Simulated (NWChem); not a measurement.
System: CH₆F₂N₂Si; SMILES FC[Si](N)(F)N

NWChem input:

```
start job
memory heap 200 mb stack 900 mb global 1100 mb
geometry units angstroms noautosym nocenter noautoz
  N      1.624759    -0.015253    -0.523886
  Si     0.058375     0.420276     0.001526
  N     -0.556783     1.667796    -0.997394
  F     -0.061035     1.023729     1.503553
  C     -0.895893    -1.219411     0.025997
  F     -0.060159    -2.209816     0.586334
  H      1.970466    -0.930045    -0.258382
  H      2.368016     0.667193    -0.603361
  H     -0.449148     1.667068    -2.001669
  H     -1.223011     2.352108    -0.667897
  H     -1.174304    -1.548985    -0.983879
  H     -1.814254    -1.169066     0.625097
end
basis spherical
  * library 6-31g*
end
dft
  xc b3lyp
  iterations 150
end
cosmo
  do_cosmo_smd true
  solvent water
end
task dft energy
```

Output (shortened):

```
             Northwest Computational Chemistry Package (NWChem) 7.3.0
             --------------------------------------------------------

                             Geometry "geometry" -> ""
                             -------------------------

 Output coordinates in angstroms (scale by  1.889725989 to convert to a.u.)

  No.       Tag          Charge          X              Y              Z
 ---- ---------------- ---------- -------------- -------------- --------------
    1 N                    7.0000     1.62475900    -0.01525300    -0.52388600
    2 Si                  14.0000     0.05837500     0.42027600     0.00152600
    3 N                    7.0000    -0.55678300     1.66779600    -0.99739400
    4 F                    9.0000    -0.06103500     1.02372900     1.50355300
    5 C                    6.0000    -0.89589300    -1.21941100     0.02599700
    6 F                    9.0000    -0.06015900    -2.20981600     0.58633400
    7 H                    1.0000     1.97046600    -0.93004500    -0.25838200
    8 H                    1.0000     2.36801600     0.66719300    -0.60336100
    9 H                    1.0000    -0.44914800     1.66706800    -2.00166900
   10 H                    1.0000    -1.22301100     2.35210800    -0.66789700
   11 H                    1.0000    -1.17430400    -1.54898500    -0.98387900
   12 H                    1.0000    -1.81425400    -1.16906600     0.62509700

 Effective nuclear repulsion energy (a.u.)     333.0406308662

                                 NWChem DFT Module
                                 -----------------

 Summary of "ao basis" -> "ao basis" (spherical)
 ------------------------------------------------------------------------------
       Tag                 Description            Shells   Functions and Types
 ---------------- ------------------------------  ------  ---------------------
 N                           6-31g*                  6       14   3s2p1d
 Si                          6-31g*                  8       18   4s3p1d
 F                           6-31g*                  6       14   3s2p1d
 C                           6-31g*                  6       14   3s2p1d
 H                           6-31g*                  2        2   2s

 in cosmo_initialize ...
 calling solv_data for solv:h2o

 solvent parameters
 solvname_short: h2o
 solvname_long:  water
 dielec:       78.4000
 dielecinf:     1.7769
 aqueous SMD model solvent descriptors
 dielec:       78.4000
 sola:          0.8200

          ---------------
          -cosmo- solvent
          ---------------
 Cosmo: York-Karplus, doi: 10.1021/jp992097l
 dielectric constant -eps-     =  78.40
 screen = (eps-1)/(eps    )    =   0.98724
 surface charge correction     = lagrangian

   van der Waals surface
 --------------------------

 ---------- ATOMIC COORDINATES (A.U.) ------------ VDWR(ANG.) --
     1    3.07034931   -0.02882399   -0.99000099     1.890
     2    0.11031275    0.79420648    0.00288372     2.470
     3   -1.05216731    3.15167744   -1.88480136     1.890
     4   -0.11533943    1.93456730    2.84130318     1.730
     5   -1.69299229   -2.30435266    0.04912721     1.850
     6   -0.11368403   -4.17594673    1.10801060     1.730
     7    3.72364081   -1.75753021   -0.48827118     1.200
     8    4.47490138    1.26081195   -1.14018696     1.200
     9   -0.84876665    3.15030172   -3.78260593     1.200
    10   -2.31115567    4.44483962   -1.26214232     1.200
    11   -2.21911279   -2.92715721   -1.85926172     1.200
    12   -3.42844293   -2.20921440    1.18126205     1.200
 number of segments per atom =        128
 number of   points per atom =        128
 atom (   nspa,  nppa )
 ----------------------
    1 (     55,     0 )       0
    2 (     47,     0 )       0
    3 (     59,     0 )       0
    4 (     67,     0 )       0
    5 (     29,     0 )       0
    6 (     79,     0 )       0
    7 (     42,     0 )       0
    8 (     46,     0 )       0
    9 (     41,     0 )       0
   10 (     46,     0 )       0
   11 (     52,     0 )       0
   12 (     51,     0 )       0
 number of -cosmo- surface points =      614
 molecular surface =    131.955 angstrom**2
 molecular volume  =    115.891 angstrom**3
 -lineq- algorithm             =   0
 -bem- low  level              =   3
 -bem- from -octahedral-
 gaussian surface charge width =   4.50000
 degree of switching           =   1.00000
 switching function tolerance  =   0.00010
 atomic radii =
 --------------
    1  7.000  1.890
    2 14.000  2.470
    3  7.000  1.890
    4  9.000  1.730
    5  6.000  1.850
    6  9.000  1.730
    7  1.000  1.200
    8  1.000  1.200
    9  1.000  1.200
   10  1.000  1.200
   11  1.000  1.200
   12  1.000  1.200
 ...... end of -cosmo- initialization ......

 nat:                    12
 ixmem:                  7844
 calling mnsol_interface()
 G(SMD-CDS) energy (kcal/mol)  =     5.165
 SMD-CDS SASA (angstrom**2)    =   158.573

            General Information
            -------------------
          SCF calculation type: DFT
          Wavefunction type:  closed shell.
          No. of atoms     :    12
          No. of electrons :    58
           Alpha electrons :    29
            Beta electrons :    29
          Charge           :     0
          Spin multiplicity:     1
          Use of symmetry is: off; symmetry adaption is: off
          Maximum number of iterations: 150
          AO basis - number of functions:   100
                     number of shells:    50
          Convergence on energy requested:  1.00D-06
          Convergence on density requested:  1.00D-05
          Convergence on gradient requested:  5.00D-04

              XC Information
              --------------
                         B3LYP Method XC Potential
                     Hartree-Fock (Exact) Exchange  0.200
                        Slater Exchange Functional  0.800 local
                    Becke 1988 Exchange Functional  0.720 non-local
              Lee-Yang-Parr Correlation Functional  0.810
                  VWN I RPA Correlation Functional  0.190 local

             Grid Information
             ----------------
          Grid used for XC integration:  medium
          Radial quadrature: Mura-Knowles
          Angular quadrature: Lebedev.
          Tag              B.-S. Rad. Rad. Pts. Rad. Cut. Ang. Pts.
          ---              ---------- --------- --------- ---------
          N                   0.65       49          10.0       434
          Si                  1.10       88           8.0       590
          F                   0.50       49          12.0       434
          C                   0.70       49          10.0       434
          H                   0.35       45          11.0       434
          Grid pruning is: on
          Number of quadrature shells:   603
          Spatial weights used:  Erf1

      Superposition of Atomic Density Guess
      -------------------------------------

 Sum of atomic energies:        -636.79909744

      Non-variational initial energy
      ------------------------------

 Total energy =    -639.094230
 1-e energy   =   -1542.673994
 2-e energy   =     570.539133
 HOMO         =      -0.323670
 LUMO         =       0.068247

   convergence    iter        energy       DeltaE   RMS-Dens  Diis-err
 ---------------- ----- ----------------- --------- --------- ---------
     COSMO gas phase
 d= 0,ls=0.0,diis     1   -640.3886114043 -9.73D+02  1.39D-02  1.05D+00
 d= 0,ls=0.0,diis     2   -640.3457567430  4.29D-02  7.10D-03  1.71D+00
 d= 0,ls=0.0,diis     3   -640.4996316813 -1.54D-01  9.65D-04  3.51D-02
 d= 0,ls=0.0,diis     4   -640.5020287760 -2.40D-03  4.45D-04  5.01D-03
 d= 0,ls=0.0,diis     5   -640.5024822578 -4.53D-04  9.89D-05  2.98D-04
  Resetting Diis
 d= 0,ls=0.0,diis     6   -640.5025136076 -3.13D-05  1.58D-05  4.22D-06
 d= 0,ls=0.0,diis     7   -640.5025138474 -2.40D-07  1.50D-05  1.56D-06
 d= 0,ls=0.0,diis     8   -640.5025136825  1.65D-07  8.88D-06  3.62D-06

   convergence    iter        energy       DeltaE   RMS-Dens  Diis-err
 ---------------- ----- ----------------- --------- --------- ---------
     COSMO solvation phase
 d= 0,ls=0.0,diis     1   -640.5077457483 -5.23D-03  1.45D-03  4.26D-03
 d= 0,ls=0.0,diis     2   -640.5088560704 -1.11D-03  3.28D-04  1.73D-03
 d= 0,ls=0.0,diis     3   -640.5089694897 -1.13D-04  1.21D-04  5.61D-04
 d= 0,ls=0.0,diis     4   -640.5090104806 -4.10D-05  4.05D-05  2.93D-05
 d= 0,ls=0.0,diis     5   -640.5090134505 -2.97D-06  8.65D-06  1.49D-06
 d= 0,ls=0.0,diis     6   -640.5090136111 -1.61D-07  2.61D-06  1.49D-07

         Total DFT energy =     -640.509013611071
      One electron energy =    -1548.789227423720
           Coulomb energy =      638.574513477168
    Exchange-Corr. energy =      -63.592180034132
 Nuclear repulsion energy =      333.040630866224

             COSMO energy =        0.257249503389

 Numeric. integr. density =       58.000004525714

                                COSMO-SMD solvation results
                                ---------------------------

             internal energy in gas <Psi(g)|H|Psi(g)> =      -640.502513682547
         internal energy in solvent <Psi(s)|H|Psi(s)> =      -640.501072013113
                               delta internal energy  =         0.001441669434 (    0.90 kcal/mol)
   total free energy in solvent <Psi(s)|H+V/2|Psi(s)> =      -640.517243933398
 polarization energy contribution <Psi(s)|V/2|Psi(s)> =        -0.016171920284 (  -10.15 kcal/mol)
    total free energy in solvent including G(SMD-CDS) =      -640.509013611071
                       G(SMD-CDS) energy contribution =         0.008230322326 (    5.16 kcal/mol)
     1 M fixed-concentration free energy of solvation =        -0.006499928524 (   -4.08 kcal/mol)

                       DFT Final Molecular Orbital Analysis
                       ------------------------------------

 Vector   27  Occ=2.000000D+00  E=-3.025961D-01
              MO Center= -4.2D-01, -5.8D-01,  2.2D-02, r^2= 3.4D+00
   Bfn.  Coefficient  Atom+Function         Bfn.  Coefficient  Atom+Function
  ----- ------------  ---------------      ----- ------------  ---------------
    78      0.266337   6 F  py               64     -0.250833   5 C  py
    77      0.238443   6 F  px               22      0.232731   2 Si py
    35      0.205406   3 N  px               63     -0.201717   5 C  px
    82      0.200083   6 F  py               21      0.182173   2 Si px
    81      0.179281   6 F  px               39      0.170246   3 N  px

 Vector   28  Occ=2.000000D+00  E=-2.651902D-01
              MO Center=  1.4D+00,  6.3D-03, -4.9D-01, r^2= 1.4D+00
   Bfn.  Coefficient  Atom+Function         Bfn.  Coefficient  Atom+Function
  ----- ------------  ---------------      ----- ------------  ---------------
     5      0.535891   1 N  pz                9      0.458964   1 N  pz
    27      0.119173   2 Si pz                6     -0.102984   1 N  s
    49     -0.098216   4 F  px                3      0.097230   1 N  px
     4      0.090998   1 N  py                8      0.080958   1 N  py
    53     -0.072855   4 F  px               51      0.070722   4 F  pz

 Vector   29  Occ=2.000000D+00  E=-2.504602D-01
              MO Center= -4.5D-01,  1.1D+00, -7.3D-01, r^2= 2.6D+00
   Bfn.  Coefficient  Atom+Function         Bfn.  Coefficient  Atom+Function
  ----- ------------  ---------------      ----- ------------  ---------------
    35      0.399275   3 N  px               39      0.346850   3 N  px
    36      0.331458   3 N  py               40      0.288793   3 N  py
    66      0.186462   5 C  s                64      0.158185   5 C  py
    78     -0.141029   6 F  py               63      0.119662   5 C  px
    82     -0.115584   6 F  py               26      0.108485   2 Si py

 Vector   30  Occ=0.000000D+00  E= 5.991564D-02
              MO Center= -2.8D-01, -4.0D-01,  4.2D-02, r^2= 4.3D+00
   Bfn.  Coefficient  Atom+Function         Bfn.  Coefficient  Atom+Function
  ----- ------------  ---------------      ----- ------------  ---------------
    38      0.604930   3 N  s                25      0.503671   2 Si px
     6     -0.495171   1 N  s                80     -0.447127   6 F  s
    26     -0.379568   2 Si py               68     -0.371465   5 C  py
    27      0.308044   2 Si pz               67      0.288280   5 C  px
    92      0.257013   8 H  s                82     -0.238240   6 F  py

 Vector   31  Occ=0.000000D+00  E= 6.842766D-02
              MO Center=  2.3D-01,  8.6D-01, -3.9D-01, r^2= 6.0D+00
   Bfn.  Coefficient  Atom+Function         Bfn.  Coefficient  Atom+Function
  ----- ------------  ---------------      ----- ------------  ---------------
    24      1.237657   2 Si s                38     -1.049624   3 N  s
     6     -0.878992   1 N  s                66     -0.650574   5 C  s
    94      0.479055   9 H  s                96      0.434454  10 H  s
    90      0.428895   7 H  s                92      0.376508   8 H  s
    98      0.335081  11 H  s                52     -0.324506   4 F  s

 Vector   32  Occ=0.000000D+00  E= 9.770278D-02
              MO Center=  1.7D-01,  3.0D-01, -5.4D-02, r^2= 4.8D+00
   Bfn.  Coefficient  Atom+Function         Bfn.  Coefficient  Atom+Function
  ----- ------------  ---------------      ----- ------------  ---------------
    27      0.898548   2 Si pz                6      0.822205   1 N  s
    52     -0.479582   4 F  s                92     -0.399732   8 H  s
    25     -0.367863   2 Si px               23      0.355980   2 Si pz
    98      0.355260  11 H  s               100     -0.285245  12 H  s
    96     -0.281305  10 H  s                94      0.253571   9 H  s

     Multipole analysis of the density
     ---------------------------------

     L   x y z        total         alpha         beta         nuclear
     -   - - -        -----         -----         ----         -------
     0   0 0 0     -0.000000    -29.000000    -29.000000     58.000000

     1   1 0 0     -0.227674     -1.535613     -1.535613      2.843552
     1   0 1 0      0.536923     -0.202731     -0.202731      0.942386
     1   0 0 1     -1.088962     -4.746549     -4.746549      8.404137

     2   2 0 0    -24.667763    -86.320494    -86.320494    147.973225
     2   1 1 0     -0.989103     -2.138176     -2.138176      3.287248
     2   1 0 1      0.686542      6.688333      6.688333    -12.690124
     2   0 2 0    -31.358668   -190.012547   -190.012547    348.666425
     2   0 1 1     -1.723538     23.875844     23.875844    -49.475225
     2   0 0 2    -31.453245    -84.596945    -84.596945    137.740645
```

Level: B3LYP/6-31G* (spherical d), SMD on the gas-phase geometry. Geometry: optimised at B3LYP/6-31G* (spherical d). Solvent: water.
